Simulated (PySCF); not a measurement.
Al(Cl)(Me)(nBu), SMILES [CH3][Al]([Cl])[CH2]CCC, singlet, GFN2-xTB optimised geometry.

```
19

Al     0.15     1.64     0.00
Cl     2.19     1.64     0.00
C     -0.78     3.40     0.00
H     -1.87     3.32    -0.04
H     -0.48     4.02    -0.85
H     -0.53     3.99     0.89
C     -0.83    -0.11     0.02
C      0.11    -1.32     0.08
C     -0.62    -2.66     0.18
C     -1.39    -3.03    -1.08
H     -1.52    -0.16     0.87
H     -1.47    -0.20    -0.87
H      0.75    -1.34    -0.81
H      0.77    -1.22     0.94
H      0.11    -3.45     0.39
H     -1.31    -2.63     1.03
H     -0.72    -3.05    -1.94
H     -2.19    -2.32    -1.27
H     -1.84    -4.02    -0.98
```

Density from CAM-B3LYP/def2-SVP in PySCF 2.14.0 at that geometry.

Minimum of the electron density along straight lines between bonded atoms, close to the bond critical point (lines longer than 1.1 times the sum of covalent radii, or with two minima, are not listed):

```csv
bond,length / Å,ρ at the minimum / e bohr⁻³,∇²ρ there / e bohr⁻⁵,position (fraction from the first atom)
Al1–Cl2,2.037,0.077,0.40,0.39
Al1–C3,1.992,0.080,…,0.40
C3–H4,1.092,0.267,-0.95,0.63
C3–H5,1.095,0.265,-0.92,0.62
C3–H6,1.095,0.264,-0.92,0.62
Al1–C7,2.011,0.079,0.28,0.39
C7–C8,1.537,0.237,-0.53,0.50
C8–C9,1.531,0.245,-0.57,0.50
C9–C10,1.524,0.246,-0.57,0.50
C7–H11,1.098,0.265,-0.91,0.62
C7–H12,1.097,0.266,-0.92,0.62
C8–H13,1.094,0.275,-1.00,0.62
C8–H14,1.095,0.276,-1.00,0.62
C9–H15,1.093,0.276,-1.00,0.62
C9–H16,1.093,0.276,-1.00,0.62
C10–H17,1.088,0.276,-1.01,0.62
C10–H18,1.087,0.277,-1.02,0.63
C10–H19,1.088,0.276,-1.02,0.63
```

### Question
Complete the blanks.

### Answer

- Al1–C3, ∇²ρ there / e bohr⁻⁵: 0.30
